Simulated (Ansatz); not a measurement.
A short molecular-dynamics run on Al₄H₇⁻.

```yaml
crystal:
  periodic: [false, false, false]
  atoms:
    - {symbol: Al, position_ang: [-0.024460, -0.504492, 0.029562]}
    - {symbol: Al, position_ang: [0.448968, 4.426012, -0.797226]}
    - {symbol: Al, position_ang: [-0.082092, 1.912722, -0.491920]}
    - {symbol: Al, position_ang: [-0.607306, -3.043995, 0.451937]}
    - {symbol: H, position_ang: [0.953752, 0.418742, -1.017846]}
    - {symbol: H, position_ang: [-0.951012, -3.101788, 2.034869]}
    - {symbol: H, position_ang: [0.101033, 3.332271, 0.582794]}
    - {symbol: H, position_ang: [0.767037, -3.807209, 0.048154]}
    - {symbol: H, position_ang: [0.104108, 0.901499, 1.024608]}
    - {symbol: H, position_ang: [-1.858684, -3.384629, -0.517644]}
    - {symbol: H, position_ang: [1.148645, 2.850857, -1.347289]}
basis:
  gaussian: {orbitals: def2-SVP}
total_charge: -1
hamiltonian: {xc: {name: PBE}}
md: {timestep: 0.5 fs, n_steps: 15, ensemble: nvt_nose_hoover, temperature: 300, initial_velocities: maxwell_boltzmann, seed: 813}
scf: {omitted_lower_state_checks: [starts]}
```

```sh
$ ansatz run in.yaml --threads 4 --pin off --events-out ev --progress --plain --max-ram 3916MiB
```

```csv
step,time (fs),potential energy (eV),kinetic (eV),T (K),conserved (eV)
0,0.0,-26477.8095,0.3490,300,-26477.4605
1,0.5,-26477.8065,0.3460,297,-26477.4605
2,1.0,-26477.7976,0.3372,290,-26477.4604
3,1.5,-26477.7835,0.3232,278,-26477.4603
4,2.0,-26477.7657,0.3055,263,-26477.4602
5,2.5,-26477.7457,0.2855,245,-26477.4601
6,3.0,-26477.7249,0.2649,228,-26477.4600
7,3.5,-26477.7049,0.2450,211,-26477.4600
8,4.0,-26477.6869,0.2271,195,-26477.4599
9,4.5,-26477.6719,0.2121,182,-26477.4599
10,5.0,-26477.6603,0.2005,172,-26477.4599
11,5.5,-26477.6522,0.1924,165,-26477.4599
12,6.0,-26477.6475,0.1877,161,-26477.4599
13,6.5,-26477.6456,0.1858,160,-26477.4599
14,7.0,-26477.6461,0.1863,160,-26477.4600
15,7.5,-26477.6484,0.1886,162,-26477.4600
```

Velocities are drawn at the set temperature; a run this short doesn't reach equilibrium.

The highest occupied level of an anion often lies above zero with these methods, and sets without diffuse functions describe the outer electron poorly.

Frames (Å, forces in eV/Å):

```xyz
11
time=0.0 fs
Al   -0.024   -0.504    0.030   -0.090   -0.239    0.035
Al    0.449    4.426   -0.797   -0.022    0.098   -0.039
Al   -0.082    1.913   -0.492    0.010    0.035   -0.024
Al   -0.607   -3.044    0.452    0.021    0.049   -0.005
H     0.954    0.419   -1.018    0.061    0.034   -0.094
H    -0.951   -3.102    2.035   -0.029    0.000    0.123
H     0.101    3.332    0.583    0.003    0.036    0.057
H     0.767   -3.807    0.048    0.104   -0.054   -0.032
H     0.104    0.901    1.025   -0.012    0.040    0.100
H    -1.859   -3.385   -0.518   -0.096   -0.023   -0.080
H     1.149    2.851   -1.347    0.050    0.025   -0.039
11
time=0.5 fs
Al   -0.024   -0.505    0.029   -0.060   -0.213   -0.003
Al    0.447    4.428   -0.797    0.005    0.040   -0.073
Al   -0.080    1.913   -0.492   -0.007    0.025    0.008
Al   -0.608   -3.045    0.453   -0.044    0.070   -0.123
H     0.955    0.425   -1.029    0.009   -0.012   -0.030
H    -0.959   -3.109    2.022   -0.054    0.007    0.255
H     0.101    3.340    0.587    0.019   -0.003    0.025
H     0.761   -3.809    0.058    0.175   -0.088   -0.058
H     0.109    0.897    1.030   -0.001    0.056    0.068
H    -1.860   -3.389   -0.520   -0.072   -0.010   -0.074
H     1.144    2.833   -1.360    0.030    0.130    0.004
11
time=1.0 fs
Al   -0.024   -0.505    0.028   -0.031   -0.188   -0.038
Al    0.446    4.430   -0.797    0.028   -0.010   -0.105
Al   -0.077    1.913   -0.492   -0.025    0.014    0.039
Al   -0.608   -3.046    0.454   -0.107    0.090   -0.241
H     0.956    0.431   -1.041   -0.040   -0.056    0.033
H    -0.967   -3.117    2.011   -0.081    0.013    0.385
H     0.100    3.348    0.590    0.034   -0.042   -0.006
H     0.754   -3.810    0.067    0.243   -0.121   -0.082
H     0.114    0.893    1.035    0.010    0.070    0.036
H    -1.861   -3.394   -0.522   -0.045    0.002   -0.065
H     1.140    2.816   -1.373    0.014    0.228    0.044
11
time=1.5 fs
Al   -0.024   -0.505    0.028   -0.005   -0.164   -0.070
Al    0.445    4.432   -0.797    0.048   -0.052   -0.134
Al   -0.074    1.912   -0.492   -0.043    0.004    0.069
Al   -0.609   -3.047    0.455   -0.166    0.107   -0.355
H     0.957    0.437   -1.052   -0.087   -0.098    0.094
H    -0.975   -3.125    2.000   -0.107    0.018    0.506
H     0.100    3.355    0.594    0.049   -0.079   -0.036
H     0.749   -3.812    0.076    0.305   -0.151   -0.103
H     0.118    0.889    1.040    0.021    0.082    0.003
H    -1.862   -3.398   -0.524   -0.018    0.015   -0.056
H     1.136    2.799   -1.385    0.003    0.318    0.082
11
time=2.0 fs
Al   -0.024   -0.505    0.027    0.018   -0.141   -0.098
Al    0.443    4.434   -0.796    0.063   -0.089   -0.161
Al   -0.072    1.912   -0.491   -0.062   -0.006    0.097
Al   -0.610   -3.049    0.456   -0.220    0.122   -0.459
H     0.958    0.443   -1.064   -0.128   -0.138    0.152
H    -0.983   -3.132    1.990   -0.132    0.023    0.615
H     0.100    3.362    0.598    0.065   -0.114   -0.065
H     0.744   -3.814    0.085    0.359   -0.177   -0.122
H     0.123    0.885    1.046    0.032    0.092   -0.029
H    -1.864   -3.402   -0.527    0.010    0.028   -0.045
H     1.132    2.784   -1.398   -0.005    0.400    0.116
11
time=2.5 fs
Al   -0.024   -0.505    0.026    0.037   -0.120   -0.121
Al    0.442    4.437   -0.796    0.076   -0.118   -0.186
Al   -0.069    1.912   -0.491   -0.081   -0.016    0.123
Al   -0.610   -3.050    0.457   -0.266    0.132   -0.549
H     0.958    0.448   -1.075   -0.165   -0.175    0.205
H    -0.992   -3.140    1.982   -0.153    0.028    0.704
H     0.100    3.370    0.602    0.079   -0.148   -0.092
H     0.740   -3.817    0.093    0.403   -0.197   -0.137
H     0.128    0.882    1.051    0.042    0.101   -0.061
H    -1.865   -3.407   -0.529    0.039    0.040   -0.034
H     1.128    2.769   -1.410   -0.010    0.474    0.147
11
time=3.0 fs
Al   -0.024   -0.505    0.026    0.053   -0.102   -0.141
Al    0.440    4.439   -0.796    0.086   -0.143   -0.208
Al   -0.067    1.912   -0.491   -0.099   -0.025    0.148
Al   -0.611   -3.051    0.458   -0.305    0.136   -0.620
H     0.958    0.453   -1.085   -0.197   -0.209    0.254
H    -1.001   -3.147    1.975   -0.169    0.033    0.770
H     0.100    3.376    0.605    0.093   -0.179   -0.116
H     0.737   -3.820    0.102    0.434   -0.211   -0.148
H     0.133    0.879    1.056    0.052    0.107   -0.092
H    -1.866   -3.411   -0.532    0.066    0.052   -0.023
H     1.124    2.755   -1.422   -0.013    0.540    0.175
11
time=3.5 fs
Al   -0.024   -0.505    0.025    0.066   -0.085   -0.156
Al    0.439    4.441   -0.796    0.093   -0.163   -0.228
Al   -0.064    1.912   -0.491   -0.118   -0.032    0.171
Al   -0.612   -3.052    0.458   -0.336    0.132   -0.668
H     0.958    0.458   -1.095   -0.223   -0.239    0.297
H    -1.010   -3.154    1.970   -0.179    0.038    0.810
H     0.101    3.383    0.608    0.106   -0.208   -0.138
H     0.735   -3.823    0.110    0.451   -0.217   -0.154
H     0.138    0.876    1.061    0.060    0.112   -0.122
H    -1.867   -3.415   -0.535    0.093    0.063   -0.013
H     1.120    2.742   -1.433   -0.014    0.598    0.201
11
time=4.0 fs
Al   -0.024   -0.505    0.025    0.075   -0.071   -0.166
Al    0.437    4.443   -0.796    0.098   -0.178   -0.246
Al   -0.062    1.912   -0.491   -0.136   -0.039    0.192
Al   -0.612   -3.053    0.459   -0.357    0.121   -0.691
H     0.957    0.461   -1.104   -0.244   -0.265    0.335
H    -1.020   -3.162    1.968   -0.181    0.045    0.821
H     0.101    3.388    0.611    0.118   -0.234   -0.158
H     0.734   -3.827    0.117    0.455   -0.215   -0.156
H     0.143    0.873    1.066    0.068    0.115   -0.150
H    -1.868   -3.419   -0.537    0.117    0.073   -0.003
H     1.116    2.731   -1.444   -0.013    0.647    0.223
11
time=4.5 fs
Al   -0.024   -0.505    0.024    0.082   -0.059   -0.172
Al    0.436    4.445   -0.795    0.102   -0.191   -0.261
Al   -0.059    1.912   -0.491   -0.153   -0.044    0.211
Al   -0.613   -3.054    0.460   -0.371    0.102   -0.689
H     0.956    0.465   -1.112   -0.259   -0.288    0.365
H    -1.030   -3.169    1.967   -0.175    0.053    0.803
H     0.102    3.394    0.613    0.129   -0.257   -0.175
H     0.735   -3.832    0.124    0.443   -0.205   -0.153
H     0.149    0.870    1.070    0.074    0.117   -0.177
H    -1.869   -3.423   -0.540    0.140    0.082    0.006
H     1.111    2.722   -1.455   -0.012    0.688    0.243
11
time=5.0 fs
Al   -0.024   -0.506    0.023    0.085   -0.050   -0.174
Al    0.434    4.447   -0.795    0.104   -0.200   -0.275
Al   -0.057    1.912   -0.490   -0.168   -0.048    0.227
Al   -0.614   -3.055    0.461   -0.376    0.076   -0.662
H     0.954    0.467   -1.120   -0.269   -0.306    0.390
H    -1.041   -3.176    1.968   -0.161    0.063    0.756
H     0.103    3.398    0.615    0.138   -0.277   -0.189
H     0.736   -3.837    0.131    0.418   -0.188   -0.146
H     0.154    0.868    1.074    0.080    0.118   -0.201
H    -1.869   -3.427   -0.543    0.160    0.090    0.014
H     1.107    2.714   -1.464   -0.010    0.722    0.260
11
time=5.5 fs
Al   -0.024   -0.506    0.022    0.086   -0.042   -0.171
Al    0.433    4.449   -0.795    0.105   -0.208   -0.286
Al   -0.054    1.912   -0.490   -0.183   -0.050    0.242
Al   -0.615   -3.056    0.461   -0.374    0.042   -0.613
H     0.951    0.469   -1.126   -0.273   -0.320    0.408
H    -1.052   -3.183    1.971   -0.140    0.074    0.685
H     0.105    3.402    0.617    0.147   -0.295   -0.200
H     0.738   -3.842    0.138    0.380   -0.163   -0.136
H     0.160    0.866    1.077    0.084    0.117   -0.223
H    -1.869   -3.430   -0.546    0.177    0.097    0.020
H     1.103    2.707   -1.474   -0.008    0.748    0.274
11
time=6.0 fs
Al   -0.024   -0.506    0.022    0.083   -0.037   -0.165
Al    0.431    4.451   -0.795    0.105   -0.213   -0.296
Al   -0.052    1.912   -0.490   -0.196   -0.050    0.255
Al   -0.616   -3.057    0.462   -0.365    0.002   -0.543
H     0.948    0.470   -1.132   -0.272   -0.331    0.418
H    -1.064   -3.189    1.975   -0.111    0.086    0.594
H     0.107    3.406    0.618    0.154   -0.309   -0.209
H     0.741   -3.848    0.144    0.331   -0.132   -0.124
H     0.166    0.865    1.080    0.087    0.116   -0.242
H    -1.868   -3.433   -0.548    0.190    0.102    0.025
H     1.098    2.703   -1.482   -0.006    0.767    0.287
11
time=6.5 fs
Al   -0.024   -0.506    0.021    0.079   -0.035   -0.155
Al    0.430    4.453   -0.795    0.104   -0.218   -0.304
Al   -0.050    1.911   -0.490   -0.208   -0.049    0.265
Al   -0.617   -3.059    0.462   -0.349   -0.043   -0.459
H     0.944    0.471   -1.137   -0.266   -0.337    0.422
H    -1.075   -3.196    1.981   -0.077    0.099    0.486
H     0.109    3.408    0.618    0.159   -0.320   -0.215
H     0.745   -3.855    0.149    0.273   -0.096   -0.108
H     0.172    0.863    1.083    0.088    0.113   -0.259
H    -1.867   -3.436   -0.551    0.200    0.107    0.028
H     1.094    2.701   -1.490   -0.005    0.778    0.298
11
time=7.0 fs
Al   -0.023   -0.506    0.020    0.072   -0.035   -0.141
Al    0.429    4.455   -0.795    0.102   -0.222   -0.311
Al   -0.047    1.911   -0.489   -0.218   -0.046    0.274
Al   -0.617   -3.060    0.462   -0.328   -0.090   -0.363
H     0.939    0.470   -1.140   -0.255   -0.338    0.419
H    -1.087   -3.202    1.988   -0.038    0.114    0.368
H     0.112    3.410    0.619    0.164   -0.328   -0.217
H     0.750   -3.861    0.155    0.209   -0.056   -0.092
H     0.179    0.862    1.084    0.088    0.110   -0.272
H    -1.866   -3.439   -0.554    0.207    0.109    0.029
H     1.090    2.700   -1.497   -0.004    0.783    0.306
11
time=7.5 fs
Al   -0.023   -0.506    0.019    0.063   -0.038   -0.124
Al    0.427    4.457   -0.795    0.100   -0.224   -0.315
Al   -0.045    1.911   -0.489   -0.226   -0.042    0.281
Al   -0.618   -3.061    0.463   -0.302   -0.139   -0.261
H     0.934    0.469   -1.143   -0.240   -0.336    0.409
H    -1.099   -3.208    1.996    0.003    0.128    0.245
H     0.115    3.411    0.618    0.167   -0.333   -0.218
H     0.755   -3.868    0.160    0.141   -0.014   -0.075
H     0.185    0.861    1.085    0.087    0.107   -0.283
H    -1.864   -3.441   -0.556    0.210    0.110    0.028
H     1.085    2.701   -1.504   -0.004    0.781    0.312
```

It took 28 s on 4 threads of Arm Neoverse N1 on a shared host.
